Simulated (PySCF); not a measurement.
## Cost against result

Saddle point of AlNH4F2, singlet (AlHF₂ ([F][AlH][F]) + NH₃ → AlNH₂F₂ ([NH2][Al]([F])[F]) + H₂; bonds formed: H2–H5; dative contacts that become bonds: Al1–N6; bonds broken: Al1–H2, H5–N6), PBE0-D4/def2-TZVP structure:

| atom | x (Å) | y (Å) | z (Å) |
| --- | --- | --- | --- |
| Al1 | -0.5283 | -0.6980 | 0.1058 |
| H2 | -1.0934 | 0.5392 | -1.0455 |
| F3 | -0.1861 | -2.0701 | -0.7336 |
| F4 | -1.5504 | -0.7076 | 1.3938 |
| H5 | -0.2084 | 0.8563 | -0.6795 |
| N6 | 0.8526 | 0.5417 | 0.2010 |
| H7 | 1.7504 | 0.3785 | -0.2359 |
| H8 | 0.9632 | 1.1599 | 0.9939 |

Barriers are electronic and count from the start structure reached by relaxing down the imaginary mode.

PySCF 2.14 with density fitting (its default auxiliary sets; JK sets also for MP2 and CCSD(T)); basis: as named in each row; cores frozen in the correlated methods. B3LYP uses VWN-RPA correlation. Extrapolation: Hartree–Fock as exp(−7.88 √X), correlation as X^−2.97.

Times are rough, for one single point on 4 threads of a shared host (Arm Neoverse V2).

The estimate by CCSD(T) at an estimated basis limit (MP2 extrapolated from triple and quadruple zeta, plus CCSD(T) − MP2 in triple zeta) is 1.585 eV.

```
   method       basis  time (s)  barrier (eV)  method less estimate
       HF      STO-3G   under 1         2.558                 0.973
 B3LYP-D4       6-31G         2         1.910                 0.324
  PBE0-D4    def2-SVP         3         1.528                -0.057
   PBE-D4    def2-SVP         4         1.341                -0.245
      MP2  def2-QZVPP         5         1.529                -0.056
    SPW92  def2-TZVPP         7         1.176                -0.409
 BHLYP-D4  def2-TZVPP         9         1.702                 0.117
  PBE0-D4  def2-TZVPP        10         1.467                -0.118
 B3LYP-D4  def2-TZVPP        10         1.505                -0.081
   PBE-D4  def2-TZVPP        10         1.304                -0.281
  CCSD(T)    def2-SVP        11         1.754                 0.169
r2SCAN-D4  def2-TZVPP        23         1.375                -0.210
  wB97M-V  def2-TZVPP       120         1.584                -0.002
  CCSD(T)  def2-TZVPP       350         1.609                 0.024
```

All methods are single points on the PBE0-D4 structures.

T1 diagnostic: at most 0.013.

The step is the kind of exchange with an N–H group that builds nitride films in atomic layer and chemical vapour deposition.

Labels in which every atom is bracketed show which atoms are joined, not bond orders.
